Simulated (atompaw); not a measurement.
# Before and after: PAW (atompaw) potential for Sn

tin (Sn), PAW, made with atompaw 4.2.0.5 (PBEsol, scalar-relativistic). Core [Kr] 4d10, reference 5s1.5 5p2.5. Waves: 5s (bound): rc 2.95 bohr; 5s channel at 1.35 Ry: rc 2.95 bohr; 5p (bound): rc 2.95 bohr; 5p channel at 2.5 Ry: rc 2.95 bohr; 5d channel at 0.05 Ry: rc 2.95 bohr; 5d channel at 1.6 Ry: rc 2.85 bohr. Local part: vpsmatchnc scheme with l = 3 at 0 Ry, radius 2.65 bohr. Core correction: smooth core density matched at 2.30 bohr. Augmentation charge: besselshape compensation charge, radius 2.60 bohr; PAW radius 2.95 bohr; waves and projectors: custom rrkj gramschmidtortho.

All-electron outer shells of the reference configuration (PBEsol, scalar-relativistic, ld1.x):

| shell | level (eV) | outermost node (bohr) | outermost maximum (bohr) |
| --- | --- | --- | --- |
| 4p | -90.35 | 0.41 | 0.79 |
| 4d | -26.55 | 0.39 | 0.88 |
| 5s | -11.04 | 0.98 | 2.01 |
| 5p | -4.03 | 1.09 | 2.52 |

Change: local potential troulliermartins scheme with l = 3 at 0 Ry, radius 2.65 bohr.

Cutoffs: the cutoffs (Ry, on a coarse ladder) from which the occupation-weighted sum of valence levels, in a spherical-Bessel basis at the reference potential, stays within 10 and 1 mRy of its value at 400 Ry; they do not see the model core or the augmentation charge, which bear on the density cutoff.

What does the change do?

Both files are so soft that the ladder of cutoffs tells neither apart; the bound ghost in s disappears; the range in which the p phases agree widens (upper end 2.1 → 3.4). A state that the projectors do not describe sees the local part alone, so a deeper or shallower local part can create or remove a ghost.

| quantity | base | changed |
| --- | --- | --- |
| cutoff, loose | 6 Ry | 6 Ry |
| cutoff, tight | 8 Ry | 8 Ry |
| bound ghosts | s | none |
| s: phases at 2.96 bohr within 0.05 rad from the reference energy up to (Ry; the scan ends near 5) | 2.5 | 2.2 |
| p: phases at 2.96 bohr within 0.05 rad from the reference energy up to (Ry; the scan ends near 5) | 2.1 | 3.4 |
| d: phases at 2.96 bohr within 0.05 rad from the reference energy up to (Ry; the scan ends near 5) | n/a | 2.5 |
| lowest overlap eigenvalue by channel | s 0.30, p 0.38, d 0.88 | s 0.46, p 0.48, d 0.88 |

 A true bound ghost makes a file unfit for plane-wave use even where its test errors are small: the radial tests pick states by their node count and pass the ghost by. The cutoffs see the waves, projectors and local potential, not the compensation charge or the core.
